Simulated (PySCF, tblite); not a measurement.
A set of runs on `[SiH3]O[SiH2]C#[C][GeH3]`; the geometry of each is named by its level. Settings lines and outputs come from a driver script.

C2H8GeOSi2.
Bonds: Si1–O2, O2–Si3, Si3–C4, C4–C5 (triple), C5–Ge6. Hydrogens: H7, H8, H9 on Si1; H10, H11 on Si3; H12, H13, H14 on Ge6.

Step 1: GFN2-xTB geometry optimisation, gas phase (tblite 0.8.0) (from a force-field or distance-geometry start)
```json
{"job": {"kind": "relax", "xc": "GFN2-xTB", "basis": "xTB"}, "charge": 0, "multiplicity": 1}
```
```
step      E/eV     max force
  0    -484.79233    2.640
  1    -484.91758    3.173
  2    -485.01841    1.828
...
122    -485.54069    0.016
123    -485.54073    0.015
124    -485.54078    0.012
125    -485.54081    0.010
126    -485.54082    0.007
```

Energy lowered by 17.3 kcal/mol over 126 steps; largest atomic force 0.007 eV/Å at the end. «max force» is the largest atomic force in eV/Å.

Run on x86-64 server, one thread, on a shared host.

Step 2: GFN2-xTB harmonic vibrations, gas phase (tblite 0.8.0) (on the GFN2-xTB geometry)
```json
{"job": {"kind": "ir", "xc": "GFN2-xTB", "basis": "xTB"}, "charge": 0, "multiplicity": 1}
```
```
(table of modes left out)
```

36 modes from 17 to 2285 cm⁻¹ (unscaled, harmonic); zero-point energy 47.6 kcal/mol; all wavenumbers are real at this level.

Run on one thread of an x86-64 server, shared host.

Step 3: TDDFT CAM-B3LYP/def2-SVPD, vertical, gas phase, core orbitals frozen in the response (PySCF 2.14.0, density-fitted response routines) (on the GFN2-xTB geometry)
```json
{"job": {"kind": "uv", "xc": "CAM-B3LYP", "basis": "def2-SVPD", "nstates": 8, "ntriplets": 3}, "charge": 0, "multiplicity": 1}
```
```
...
Static polarisability (au): isotropic 106.433, principal 86.750 94.630 137.918
Singlet excitations
state   eV       nm        f      main configurations
  1   5.6348    220.0   0.00016   H->L 0.71
  2   5.9595    208.0   0.00238   H-1->L 0.45, H->L+1 0.30, H->L+2 0.09
  3   6.0433    205.2   0.00045   H-1->L+1 0.63, H-1->L+2 0.20
  4   7.1428    173.6   0.00415   H-2->L 0.75
  5   7.3919    167.7   0.02370   H-3->L 0.67, H-1->L 0.09
  6   7.4940    165.4   0.00019   H->L+2 0.60, H->L+1 0.20
  7   7.6081    163.0   0.01621   H-1->L+2 0.58, H-1->L+1 0.19
  8   7.9060    156.8   1.08776   H->L+1 0.33, H-1->L 0.32, H->L+2 0.11
Triplet excitations (Tamm-Dancoff, eV): 4.7543 5.1451 5.1906
```

HOMO -9.40 eV, LUMO 0.29 eV; lowest singlet 5.63 eV; lowest triplet 4.75 eV (Tamm–Dancoff); mean polarisability 106.4 au.

Time: 78 s wall. Hardware: one thread, x86-64 server, no GPU, shared host.

Geometry of the electronic-property runs (GFN2-xTB):
```
atom  x, y, z in Å
Si1   -3.0117    0.0348    0.2034
O2    -1.9661    0.4904   -0.9446
Si3   -0.6017    0.9690   -1.6766
C4     0.8427    0.6011   -0.5703
C5     1.7720    0.3471    0.1643
Ge6    3.2278   -0.0490    1.3050
H7    -2.4614   -1.1448    0.8677
H8    -4.2412   -0.2541   -0.5303
H9    -3.1645    1.1532    1.1324
H10   -0.7139    2.4134   -1.8788
H11   -0.5131    0.1748   -2.9011
H12    2.7344   -0.2105    2.7040
H13    3.8793   -1.3137    0.8536
H14    4.2167    1.0680    1.2489
```

 (This holds for the electronic-property runs.)

One conformer stands for the species.
